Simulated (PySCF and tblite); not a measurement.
Results of a calculation; reference values are marked as such.
# Rotation: stationary points, barriers and rates

System: C3H5BCl2S2, numbered as in [CH3:1][S:2][S:3]/[CH:4]=[CH:5]/[B:6]([Cl:7])[Cl:8].

Motion: rotation about the S2–S3 bond (torsion C1–S2–S3–C4 from 91° to 269°, rising). The path came from a restrained scan, a climbing-image band and a saddle search at GFN2-xTB; energies are revPBE/pcSseg-1 + D3(BJ)//GFN2-xTB, thermal terms GFN2-xTB. Rate constants are transition-state-theory values, counting equivalent paths, without tunnelling. Programs: tblite and PySCF.

```
 point  symmetry  E(GFN2) kcal/mol  E(DFT) kcal/mol  ZPE change kcal/mol  lowest mode cm⁻¹  dipole D
 start        C1               0.0              0.0                 0.00                27      3.12
saddle        Cs               3.1              6.2                -0.08               44i      4.49
   end        C1               0.0              0.0                 0.00                27      3.12
```

- Electronic barrier: 6.2 kcal/mol
- Barrier with zero-point energy: 6.1 kcal/mol
- ΔH‡ (298 K): 5.6 kcal/mol
- ΔS‡ (298 K, symmetry apart): -3.3 cal/(mol K)
- Paths: 1 equivalent path
- End point: the same structure with atoms interchanged, or its mirror image
- Mean lifetime of the start against this motion at 298 K: 11 ns
- Cost: 91 s on 1 thread of Arm Neoverse V1, on a host shared with other jobs (rough), peak memory 0.71 GiB, launched as `OMP_NUM_THREADS=1 python ens_run.py task.json out`

```csv
T/K,ΔG‡ kcal/mol,k s⁻¹
150,6.3,2360
200,6.4,4.7×10⁵
250,6.5,1.2×10⁷
298,6.6,9.2×10⁷
350,6.7,4.6×10⁸
400,6.9,1.5×10⁹
500,7.2,7.5×10⁹
```

ΔG and ΔG‡ leave out symmetry numbers and mirror images; rates count paths: 1 out.
